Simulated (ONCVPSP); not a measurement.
# How hard is this Ti (Z = 22) ONCV potential?

| Quantity | Value |
| --- | --- |
| Element | titanium |
| Generator | ONCVPSP 4.0.1 |
| Type | optimised norm-conserving Vanderbilt (ONCV) |
| Functional | PBE |
| Relativity | scalar-relativistic |
| Frozen core | [Ne] |
| Valence charge | 12 |
| Reference configuration | 3s2 3p6 3d2 4s2 |
| Partial waves | 3s+4s: rc 1.70 bohr, ncon 3, nbas 7, qcut 7.7 1/bohr, 3 projectors, debl 1.1 Ha; 3p: rc 1.45 bohr, ncon 4, nbas 9, qcut 7.8 1/bohr, 2 projectors, debl 2 Ha; 3d: rc 1.90 bohr, ncon 4, nbas 9, qcut 6.7 1/bohr, 1 projector; f scattering state at 0.28 Ha: rc 1.70 bohr, ncon 5, nbas 8, qcut 6.1 1/bohr, 2 projectors, debl 1.7 Ha |
| Local potential | polynomial inside 1.35 bohr (lpopt 5, dvloc0 0 Ha) |
| Core correction | Teter function, fcfact 2.25, rcfact 1.3 |

For each optimised wave give the share of its norm inside rc, the residual kinetic energy above qcut (Ha) and the cutoffs (Ha) for errors of 10, 1, 0.1 and 0.01 mHa per electron.

```csv
wave,norm inside rc,residual KE,10 mHa,1 mHa,0.1 mHa,0.01 mHa
3s,0.951,2.9e-07,9.9,17.2,21.7,24.9
4s,0.049,1.8e-07,4.3,13.8,19.7,24.0
s projector 3,0.097,7.2e-07,5.9,17.2,22.4,25.9
3p,0.818,6.7e-07,15.3,20.1,24.0,27.2
p projector 2,0.038,4.5e-07,11.4,16.6,21.2,24.8
3d,0.710,2.6e-04,17.1,20.4,39.5,86.0
f projector 1,0.001,2.8e-06,1.0,2.6,7.6,14.6
f projector 2,0.152,1.6e-03,13.1,20.0,27.8,61.2
```

The occupied waves need 20 Ha and 40 Ha for 1 and 0.1 mHa. Rows with under 1 % of the norm inside rc give no meaningful cutoff. Its largest configuration-test error is -378 meV.
